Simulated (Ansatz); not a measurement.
`C[SiH](C)[SiH2]F` + `O[SiH](O)O` → `O[SiH](O)O[SiH2]F` + `C[SiH2]C`  (cleavage of the Si–Si bond)

Isolated molecules relaxed with PBE0-D4/def2-TZVP in Ansatz; ΔE leaves out vibrations. CBS: MP2 limit from def2 TZ/QZ plus the TZ coupled-cluster correction, frozen cores. Functionals use def2-TZVPP. B3LYP here is the variant with VWN-RPA as its local correlation; programs differ in this. One conformer a species, not always the lowest.

| level | ΔE (kcal/mol) | difference from CCSD(T)/CBS |
| --- | --- | --- |
| LDA (SPW92) | -27.8 | 5.6 |
| PBE-D4 | -26.5 | 6.9 |
| r2SCANh-D4 | -32.4 | 1.0 |
| ωB97X-V | -32.3 | 1.1 |
| PBE-QIDH | -32.5 | 0.9 |
| PBE | -26.8 | 6.6 |
| revPBE | -26.4 | 7.0 |
| B3LYP | -33.3 | 0.1 |
| r2SCANh | -32.5 | 0.9 |
| LC-ωPBE | -31.0 | 2.4 |
| RPA@PBE/def2-TZVPP | -33.6 | -0.2 |
| HF/def2-SVP | -37.7 | -4.3 |
| SCS-MP2/def2-TZVPP | -36.0 | -2.6 |
| CCSD(T)/def2-TZVPP | -33.7 | -0.3 |
| HF/def2-QZVPP | -40.9 | -7.5 |
| SCS-MP2/def2-QZVPP | -36.1 | -2.7 |
| CCSD(T)/CBS | -33.4 | 0 |

Largest T1 diagnostic among the species: 0.012.

Leaving LDA and LC-ωPBE aside and taking each functional with its dispersion term where it has one, the values, not all of them listed here, spread over 9.4 kcal/mol, from BHLYP-D4 to PBE-D4. LDA lies −1.1 kcal/mol from PBE without D4. From PBE to PBE0 (25 % exact exchange), in def2-TZVPP and without D4, ΔE moves by −2.4 kcal/mol.
